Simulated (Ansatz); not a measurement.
Mulliken charges of F₂H₄Si₂, SMILES `F[SiH2][SiH2]F` from B3LYP/def2-TZVPP in Ansatz (PBE0-D4/def2-TZVP geometry).

```csv
atom,x (Å),y (Å),z (Å),charge (e)
F1,-1.935,1.206,-0.274,-0.327
Si2,-0.358,1.128,0.012,0.476
Si3,0.359,-1.110,0.044,0.476
F4,0.281,-1.742,-1.429,-0.327
H5,0.340,1.914,-1.037,-0.071
H6,-0.100,1.744,1.342,-0.078
H7,1.775,-1.164,0.495,-0.078
H8,-0.477,-1.942,0.947,-0.071
```

By hand: the dipole of these point charges (1 e Å = 4.8032 D).

Σ q r = (0.420, 0.141, 0.447) e Å, of length 0.629 e Å = 3.02 D.

How does the dipole of the full density compare? (Estimate.)

The calculation gave: (0.247, 0.083, 0.263) e Å, 1.78 D; the point charges give 1.70 times that, at 0° from its direction.

Point charges leave out the atoms' own dipoles, such as those of lone pairs, and Mulliken's split depends on the basis, so the two needn't agree.

B3LYP here is the variant with VWN-RPA as its local correlation; programs differ in this.
